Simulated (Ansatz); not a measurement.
```yaml
crystal:
  periodic: [true, true, true]
  atoms:
    - {symbol: C, position_ang: [0.064491, 1.066814, 1.655091]}
    - {symbol: C, position_ang: [-0.196663, 0.280731, 0.552768]}
    - {symbol: Si, position_ang: [-1.617104, 0.757201, -0.451104]}
    - {symbol: C, position_ang: [0.593641, -0.941378, 0.332747]}
    - {symbol: C, position_ang: [1.281401, -0.964813, -1.059408]}
    - {symbol: H, position_ang: [0.891534, 0.761102, 2.305576]}
    - {symbol: H, position_ang: [-0.428054, 1.944381, 1.888387]}
    - {symbol: H, position_ang: [-2.542404, -0.325391, -0.637115]}
    - {symbol: H, position_ang: [-2.334970, 1.956831, 0.114396]}
    - {symbol: H, position_ang: [-1.123282, 1.180819, -1.890889]}
    - {symbol: H, position_ang: [1.245486, -1.148979, 1.170178]}
    - {symbol: H, position_ang: [-0.119660, -1.796466, 0.355257]}
    - {symbol: H, position_ang: [1.987332, -0.137836, -1.152164]}
    - {symbol: H, position_ang: [1.869852, -1.898865, -1.242771]}
    - {symbol: H, position_ang: [0.532252, -0.807463, -1.846015]}
basis:
  gaussian: {orbitals: pcseg-2}
hamiltonian: {xc: {name: PBE0}, dispersion: d4}
```

```sh
$ ansatz run in.yaml --threads 4 --pin off --events-out ev --progress --plain --max-ram 10444MiB
```

Shortened log:

```
Error: YAML parse error: error: line 2 column 3: crystal: missing field `lattice` (a structure is typed as `lattice` and `atoms`, a molecule's as `atoms` in Å alone, or read from a run's directory, `checkpoint`)
 --> <input>:2:3
  |
1 | crystal:
2 |   periodic: [true, true, true]
  |   ^ crystal: missing field `lattice` (a structure is typed as `lattice` and `atoms`, a molecule's as `atoms` in Å alone, or read from a run's directory, `checkpoint`)
3 |   atoms:
4 |     - {symbol: C, position_ang: [0.064491, 1.066814, 1.655091]}
  |
```

Problem. What is wrong with this run?

Solution. The molecule is marked periodic without a cell. The input was rejected before any iteration.
